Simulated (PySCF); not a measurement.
## Trend along the alkali metals: MSi cations

HF with double-zeta basis sets in PySCF, for the lowest determinant that a PBE0 search found; no spin–orbit coupling. De refers to high-spin ground-configuration atoms (the charge goes to the atom of lower measured ionisation energy or higher electron affinity, which is not always the lowest computed limit). A positive dipole points towards Si; it is taken about the centre of mass and depends on that origin.

```csv
M,basis,reference,charged atom,state (unpaired electrons),Re (Å),ωe (cm⁻¹),De (eV),μ (D)
Li,"6-31G(d,p)",UHF,Li+,"triplet (σ ↑, π ↑)",2.827,265,0.69,-7.89
Na,pcseg-1,UHF,Na+,"triplet (σ ↑, π ↑)",3.298,124,0.36,-6.48
K,x2c-SVPall,UHF,K+,"triplet (σ ↑, π ↑)",3.856,83.4,0.25,-6.09
Rb,def2-SVPD,UHF,Rb+,"triplet (σ ↑, π ↑)",4.029,69.6,0.23,-3.01
```

The shortest bond is that of LiSi⁺ (2.827 Å), the longest that of RbSi⁺ (4.029 Å).

The rows differ in basis set, which adds steps of its own.

Down a group the atoms grow and get heavier, so bonds lengthen and wavenumbers fall; this series shows no clear exception.

Spin–orbit coupling is left out. For an ion De counts to the pair picked by the measured ionisation energies or electron affinities, which need not be the lowest pair at this level. Hartree–Fock leaves out correlation, which carries a large part of most bond energies and some tenths to 1 eV of ionisation energies. States were picked by a PBE0 search and need not be the measured ground states.
